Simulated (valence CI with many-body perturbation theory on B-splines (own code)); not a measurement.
Values are calculated unless marked as measured or tabulated.
# Yb57+: what each term of the Hamiltonian does

Method: configuration interaction combined with many-body perturbation theory (CI+MBPT): three valence electrons over a frozen Dirac-Fock core [Ne], radial functions for each j: 11 s, 11 p, 9 d, 7 f, 5 g, 2 h, 1 i, with the one-electron correlation potential Σ1, the two-electron term Σ2, the three-electron term Σ3, Breit, model QED; selected CI, second order for the rest (own B-spline code, finite nucleus).

The last digits are not significant, and no measured levels were compared; by estimate large intervals hold to a few tenths of a per cent, small ones and those within an open d or f shell to about a per cent.

Each rung adds one term. CI alone is the Dirac-Coulomb CI over the frozen core; QED comes last and gives the full result, which names the levels. Energies are above (3s^2 3p1/2) J=1/2 on the same rung, in Ry.

Levels are named by their leading jj configuration (3d3/2^4 stands for four electrons in 3d with j = 3/2), which in mixed levels can hold well under half, so a name can repeat and another be missing. Letters in brackets count levels of one name in rising energy.

```csv
Level,CI alone,Σ1,Σ2,Σ3,Breit,QED,Full
(3s 3p1/2^2) J=1/2,11.298,-0.0199,-0.0039,+0.0009,+0.2507,-0.2778,11.248
(3s^2 3p3/2) J=3/2,20.730,+0.0118,+0.0064,+0.0001,-0.2550,+0.0234,20.517
(3s 3p1/2 3p3/2) J=3/2 [a],29.969,-0.0080,+0.0209,+0.0022,-0.0096,-0.2497,29.725
(3s 3p1/2 3p3/2) J=5/2,31.257,-0.0077,+0.0108,+0.0016,-0.0602,-0.2470,30.954
(3s 3p1/2 3p3/2) J=3/2 [b],32.737,-0.0076,-0.0034,+0.0012,-0.0771,-0.2134,32.436
(3s 3p1/2 3p3/2) J=1/2,33.412,-0.0080,-0.0301,+0.0001,-0.0049,-0.2534,33.115
(3s^2 3d3/2) J=3/2,36.888,-0.0062,-0.0435,-0.0030,-0.2714,-0.0682,36.496
(3s^2 3d5/2) J=5/2,41.066,+0.0044,-0.0249,-0.0024,-0.4500,-0.0206,40.572
(3p1/2^2 3p3/2) J=3/2,43.883,-0.0268,-0.0076,+0.0026,+0.1174,-0.4391,43.529
(3s 3p1/2 3d3/2) J=3/2 [a],44.913,-0.0260,-0.0056,+0.0003,-0.0118,-0.3568,44.513
(3s 3p1/2 3d3/2) J=5/2,45.833,-0.0256,-0.0056,+0.0001,-0.1138,-0.3014,45.386
(3s 3p1/2 3d3/2) J=1/2,47.612,-0.0257,-0.0358,-0.0017,-0.0612,-0.3006,47.187
(3s 3p1/2 3d3/2) J=3/2 [b],48.026,-0.0252,-0.0385,-0.0033,-0.0606,-0.3179,47.580
(3s 3p1/2 3d5/2) J=5/2 [a],50.596,-0.0153,-0.0128,-0.0018,-0.2074,-0.2884,50.070
(3s 3p1/2 3d5/2) J=7/2,51.584,-0.0151,-0.0187,-0.0011,-0.2640,-0.2882,50.997
(3s 3p3/2^2) J=5/2,51.616,+0.0040,+0.0129,+0.0009,-0.2890,-0.2235,51.121
(3s 3p1/2 3d5/2) J=5/2 [b],52.279,-0.0154,-0.0216,-0.0042,-0.2300,-0.2906,51.718
(3s 3p1/2 3d5/2) J=3/2,52.610,-0.0163,-0.0380,-0.0030,-0.1689,-0.3075,52.076
(3s 3p3/2^2) J=1/2,54.126,+0.0041,-0.0061,-0.0002,-0.2480,-0.2266,53.650
```

The middle columns are the shifts that each term adds.

Q: How does the ionisation energy move along the ladder, and which term matters most?

A: CI alone 5868.8, + Σ1 5870.0, + Σ2 5869.9, + Σ3 5869.8, + Breit 5861.7, + QED 5861.6 eV. The largest step is Breit, -8.1 eV. NIST lists 5860 ± 6 eV (theoretical).
